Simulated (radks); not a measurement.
Q: Ho V, 63 electrons, occupied as [Xe] 4f9. Method: Dirac Kohn-Sham, Wu-Cohen GGA, spin-unpolarised, spherical densities, finite nucleus; open shells fill j = l - 1/2 first; Fermi nuclear charge, rms radius 5.2022 fm; computed with a radial shooting solver on a logarithmic mesh with Libxc functionals. Some entries of the table are withheld. Estimate them.

| orbital | occ. | eigenvalue (eV) | <r^2> (bohr^2) |
|---|---|---|---|
| 1s1/2 | 2 | -55471.49 | 0.0005884 |
| 2s1/2 | 2 | -9319.127 | 0.009114 |
| 2p1/2 | 2 | -8874.368 | (1) |
| 2p3/2 | 4 | -8017.483 | (2) |
| 3s1/2 | 2 | -2124.955 | 0.06033 |
| 3p1/2 | 2 | -1929.935 | 0.05591 |
| 3p3/2 | 4 | -1751.036 | 0.06280 |
| 3d3/2 | 4 | -1415.735 | 0.04964 |
| 3d5/2 | 6 | -1376.660 | 0.05155 |
| 4s1/2 | 2 | -463.7010 | 0.3027 |
| 4p1/2 | 2 | -386.1308 | 0.3163 |
| 4p3/2 | 4 | -345.6631 | 0.3538 |
| 4d3/2 | 4 | -217.6326 | (3) |
| 4d5/2 | 6 | -210.2360 | (4) |
| 5s1/2 | 2 | -97.1286 | 1.682 |
| 5p1/2 | 2 | -74.7061 | 2.041 |
| 5p3/2 | 4 | -68.6476 | 2.296 |
| 4f5/2 | 6 | (5) | (6) |
| 4f7/2 | 3 | (7) | (8) |

A: 
(1) 2p1/2 <r^2> (bohr^2): 0.006582
(2) 2p3/2 <r^2> (bohr^2): 0.007805
(3) 4d3/2 <r^2> (bohr^2): 0.3982
(4) 4d5/2 <r^2> (bohr^2): 0.4127
(5) 4f5/2 eigenvalue (eV): -56.1085
(6) 4f5/2 <r^2> (bohr^2): 0.6929
(7) 4f7/2 eigenvalue (eV): -54.9914
(8) 4f7/2 <r^2> (bohr^2): 0.7113
